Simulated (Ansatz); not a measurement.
Total energies of CdMe(NH2) (CH₅CdN) from Ansatz at PBE0-D4/def2-TZVP, gas phase (1 Eh = 27.2114 eV = 2625.5 kJ/mol). The reference geometry is relaxed at PBE-D4/def2-TZVP.

Cartesian coordinates in Å:
```
Cd 0.169 0.281 0.027
C -0.777 -1.601 0.067
H -1.537 -1.656 -0.722
H -1.259 -1.759 1.041
H -0.035 -2.394 -0.094
N 1.177 2.050 0.144
H 0.539 2.846 0.239
H 1.724 2.233 -0.702
```

| state | geometry | energy (Eh) |
| --- | --- | --- |
| charge 0 singlet | reference | -263.53718 |
| charge 1 doublet | reference | -263.22071 |
| charge 1 doublet | relaxed at PBE-D4/def2-TZVP | -263.23680 |
| free Cd atom (singlet) | – | -167.77479 |
| free C atom (triplet) | – | -37.80537 |
| free H atom (doublet) | – | -0.50104 |
| free N atom (quartet) | – | -54.54382 |

In the def2 sets Cd takes a core potential; there is no spin–orbit coupling.

Task: Work out the vertical ionisation energy to the doublet.

Result: E(charge 1 doublet) − E(charge 0 singlet) = -263.22071 − (-263.53718) = 0.31647 Eh = 8.61 eV. For comparison, −ε of the highest occupied level is 6.51 eV at this level, 2.10 eV less.

Task: How much does the charge 1 doublet relax, and what is the adiabatic ionisation energy?

Result: Relaxation: -263.22071 − (-263.23680) = 0.01609 Eh = 0.44 eV. Adiabatic ionisation energy: 0.30038 Eh = 8.17 eV, without zero-point energy. 

Task: What is the binding energy per atom against free atoms?

Result: Atoms: 1 × (-167.77479) + 1 × (-37.80537) + 5 × (-0.50104) + 1 × (-54.54382) = -262.62918 Eh. Binding: -262.62918 − (-263.53718) = 0.90800 Eh = 24.71 eV, or 3.09 eV for each of 8 atoms (no zero-point energy, no counterpoise term).
